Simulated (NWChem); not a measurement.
System: CH$_{3}$ClFGa; SMILES [CH3][Ga]([F])[Cl]

Input file for NWChem:

```
start job
memory heap 200 mb stack 900 mb global 1100 mb
geometry units angstroms noautosym
  Ga    -0.059368    -0.288575    -0.027121
  F     -1.755635    -0.623397    -0.340424
  Cl     0.315556     1.819534     0.314129
  C      1.284208    -1.714757     0.006917
  H      2.318405    -1.257520    -0.091467
  H      1.066078    -2.436670    -0.850937
  H      1.183151    -2.264223     1.004570
end
basis spherical
  * library 6-31g*
end
dft
  xc b3lyp
  grid fine
  iterations 150
end
driver
  maxiter 120
  tight
end
task dft optimize
task dft freq
```

The optimisation ended at a saddle point (imaginary frequency).

The level has its own optimisation; frequencies are unscaled.

Q: Give the results of this calculation. (B3LYP/6-31G* (spherical d).) Quantities: r F–Ga (Å); r Cl–Ga (Å); r C–Ga (Å); r C–H (Å); highest harmonic frequency (cm⁻¹); lowest (cm⁻¹); zero-point energy (kcal/mol); dipole (D).

A: The r F–Ga (Å) comes out as 1.757. The r Cl–Ga (Å) is 2.168, the r C–Ga (Å) is 1.960 and the r C–H (Å) comes out as 1.093. The highest harmonic frequency (cm⁻¹) comes out as 3179 and the lowest (cm⁻¹) is -28. The zero-point energy (kcal/mol) is 24.8 and the dipole (D) is 3.32.
